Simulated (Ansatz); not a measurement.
Ansatz (a program for electronic structure) input (HSE06/def2-TZVPD):

Ansatz 0.2 input:
```yaml
crystal:
  periodic: [false, false, false]
  atoms:
    - {symbol: Se, position_ang: [0.00268077, -0.00487052, 0.64152137]}
    - {symbol: Cl, position_ang: [1.06113318, 1.27322066, -0.63633732]}
    - {symbol: Cl, position_ang: [-1.06649472, -1.26347963, -0.64670542]}
basis:
  gaussian:
    orbitals: def2-TZVPD
hamiltonian:
  xc: {name: HSE06}
total_charge: 1
magnetization: {spin_polarized: true, initial_magnetization: 1}
output: {forces: true}
```

Output:

```
Functional definition: HSE06
integrals: 0.11 GiB planned
1069 factors; their error is unknown
integrals: 0.14 GiB planned
67 factors; integrals over basis functions are off by at most 6.0e-5 eV
mean field: 1.14 GiB planned
mean field evaluation 1: about -90368.0092 eV, gradient 2.2e1 eV
mean field evaluation 2: about -90362.9654 eV, gradient 3.8e1 eV
mean field evaluation 4: about -90370.2269 eV, gradient 1.1e0 eV
mean field evaluation 8: about -90370.5705 eV, gradient 6.5e-2 eV
mean field evaluation 16: about -90370.5706 eV, gradient 2.5e-5 eV
mean field -90370.57057392 eV, -3321.0572132188 hartree, gradient 2.3e-5 eV, S^2 0.754159; 0 other end points of the search recorded, 0 dependent functions left out
the calculation of the forces begins
reference -90370.57062195 eV, -3321.0572149839 hartree; 34, 33 occupied and 115, 116 virtual orbitals, 1069 factors
Total energy: -90370.57062195 eV, -3321.0572149839 hartree
Atom 0 at     0.002681    -0.004871     0.641521 Å, force    -0.002611     0.004743    -0.624748 eV/Å
Atom 1 at     1.061133     1.273221    -0.636337 Å, force    -0.274869    -0.331645     0.311028 eV/Å
Atom 2 at    -1.066495    -1.263480    -0.646705 Å, force     0.277480     0.326902     0.313720 eV/Å
Dipole moment:     0.000597    -0.001084     0.142775 e Å
```
